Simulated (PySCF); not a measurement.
## Au: excitation energy

Au [Xe] 4f14 5d10 6s1 (2S) → Au [Xe] 4f14 5d9 6s1 7s1 (4D), as a difference of total energies. All numbers are calculated (PySCF 2.14, scalar relativity through the core potential, in aug-cc-pVDZ-PP with ECP60MDF (5s5p4d2f, 54 functions)). Correlated levels: valence: 5s2 5p6 frozen. The calculations carry no spin-orbit coupling.

```tsv
method	excitation energy (eV)
UHF	7.441
LDA	9.395
PBE	8.997
PBE0	8.837
r2SCAN	8.936
B2PLYP	9.032
BP86	9.116
MN15	9.205
wB97X	9.025
MP2 (valence)	9.154
SCS-MP2 (valence)	9.096
```

Question: How much does correlation contribute at MP2 (valence)?

Answer: 9.154 − (7.441) = 1.713 eV, measured against UHF.

The promoted electron is Rydberg-like, and one or two diffuse shells describe it only roughly, which tends to raise the upper state.
